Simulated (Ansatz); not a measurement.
Total energies of C3H11HfN, SMILES `[CH3][Hf]([CH3])([CH3])[NH2]`.

```xyz
16

C     0.6281   -1.9156   -0.8877
Hf    0.1839    0.1020   -0.0656
C    -1.6812    0.9133   -0.9704
C    -0.2311   -0.0669    2.1158
N     1.7105    1.4058   -0.3519
H     0.6128   -2.6761   -0.0956
H    -0.1161   -2.2151   -1.6375
H     1.6118   -1.9743   -1.3705
H    -2.5612    0.3982   -0.5624
H    -1.6981    0.7678   -2.0582
H    -1.8221    1.9850   -0.7880
H    -1.0902   -0.7276    2.2944
H     0.6193   -0.4841    2.6687
H    -0.4680    0.9000    2.5759
H     1.6798    2.3923   -0.1304
H     2.6220    1.1953   -0.7365
```

Total charge 0; spin multiplicity 1. Correlated methods include outer-core shells of Hf, which these sets cover unevenly. Hf takes the def2 core potential. Geometry: relaxed with PBE0-D4/def2-TZVP. It is one conformer, not always the lowest. Basis def2-TZVPP, Ansatz 0.2.0.

RPA on PBE orbitals: Hartree–Fock energy of these orbitals -221.98271 Eh, correlation -1.78704 Eh (frozen core).

```json
{"functional": "LDA (SPW92)", "energy without D4 (Eh)": "-222.07713", "D4 term (kJ/mol)": "–"}
{"functional": "PBE", "energy without D4 (Eh)": "-223.59424", "D4 term (kJ/mol)": "-27.1"}
{"functional": "revPBE", "energy without D4 (Eh)": "-223.81965", "D4 term (kJ/mol)": "-70.8"}
{"functional": "r2SCAN", "energy without D4 (Eh)": "-223.73756", "D4 term (kJ/mol)": "-7.6"}
{"functional": "B97M-V", "energy without D4 (Eh)": "-223.82718", "D4 term (kJ/mol)": "–"}
{"functional": "HSE06 (plane-wave form)", "energy without D4 (Eh)": "-223.57728", "D4 term (kJ/mol)": "-22.3"}
{"functional": "BHLYP", "energy without D4 (Eh)": "-223.60296", "D4 term (kJ/mol)": "-36.0"}
{"functional": "ωB97X-V", "energy without D4 (Eh)": "-223.74500", "D4 term (kJ/mol)": "–"}
{"functional": "ωB97M-V", "energy without D4 (Eh)": "-223.63385", "D4 term (kJ/mol)": "–"}
{"functional": "PBE-QIDH", "energy without D4 (Eh)": "-223.48591", "D4 term (kJ/mol)": "–"}
```

Task: Give the same for BLYP, PBE0, B3LYP, r2SCANh, r2SCAN0, CAM-B3LYP, LC-ωPBE, B2PLYP. (Estimate.)

Result: Ansatz gave: 
| functional | energy without D4 (Eh) | D4 term (kJ/mol) |
| --- | --- | --- |
| BLYP | -223.70429 | -55.6 |
| PBE0 | -223.58962 | -23.6 |
| B3LYP | -223.85734 | -42.7 |
| r2SCANh | -223.71213 | -8.1 |
| r2SCAN0 | -223.67541 | -8.9 |
| CAM-B3LYP | -223.67946 | -24.3 |
| LC-ωPBE | -223.73615 | – |
| B2PLYP | -223.55237 | – |

B3LYP takes the VWN-RPA correlation (the form of Gaussian; ORCA's B3LYP/G). HSE06 is the plane-wave form, built on full-range PBE exchange. The double hybrids freeze the cores in their second-order part.

LC-ωPBE has ω = 0.4 bohr⁻¹.
